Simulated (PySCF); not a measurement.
Static response to an electric field

Species: GaCl2Et, C2H5Cl2Ga.
Geometry (PBE0-D3(BJ)/def2-SVP, Å), atoms numbered from 1 in this order:
```xyz
10
C2H5Cl2Ga angstrom
Ga     0.664    1.333    0.550
Cl     2.778    1.620    0.791
Cl    -0.423    3.150    0.202
C     -0.219   -0.409    0.576
C     -0.426   -0.986   -0.824
H     -1.184   -0.266    1.089
H      0.389   -1.082    1.200
H     -0.943   -1.958   -0.776
H     -1.039   -0.325   -1.456
H      0.528   -1.153   -1.347
```

Level: wB97X-D/def2-SVPD (PySCF), static field, nuclei fixed, core orbitals frozen in the response. The polarisability tensor in these axes (au):

```
x   84.75  2.32  5.20
y    2.32 87.78  2.32
z    5.20  2.32 64.75
```

Task: Diagonalise the tensor; give its mean and Δα, where Δα² is half the sum of the squared differences of the eigenvalues.

Result: Principal values 63.35, 84.01 and 89.91 au; mean 79.09 au = 11.72 Å³ = 13.04 × 10⁻⁴⁰ C²·m²/J; Δα = 24.15 au (31 % of the mean).

Task: What is the dipole moment, and where does it point?

Result: (-1.40, -2.89, 0.01) D, 3.21 D in size, pointing from the negative to the positive side. Measured along this direction, the outermost atoms are Cl2 and Cl3 at the negative end and H8 at the positive end.

Task: What depolarisation ratio follows for Rayleigh scattering of linearly polarised light, taking the static tensor?

Result: ρ = 3Δα²/(45ᾱ² + 4Δα²) = 1750.2/(281490 + 2333.6) = 0.00617.

Task: In a dilute gas of rigid molecules at 400 K, how does the orientational term μ²/3kT compare with the electronic polarisability?

Result: In Gaussian units μ²/3kT = 62.33 Å³ against 11.72 Å³, a ratio of 5.32; the Debye molar polarisation (4π/3)N_A(α + μ²/3kT) is 186.8 cm³/mol, leaving out the vibrational part.

Task: Give the eigenvalues of the traceless quadrupole moment Θ = ½Σq(3rr − r²1), origin at the centre of nuclear charge.

Result: -6.89, 1.40, 5.49 D·Å. The values depend on the origin, since the dipole doesn't vanish. The electronic extent ⟨r²⟩ about the same centre is 1108 bohr², a root-mean-square distance of 1.95 Å for the 82 electrons.

Geometry: PBE0-D3(BJ)/def2-SVP, one conformer, isolated molecule. The calculation is non-relativistic, for gallium too.

The run behind these numbers computed excited states as well. Time: 1.7 min wall, 76 s CPU (grids of density and orbitals included); peak memory 0.76 GiB. Hardware: one thread, Intel Xeon at 2.50 GHz (x86_64), no GPU, on a shared host.
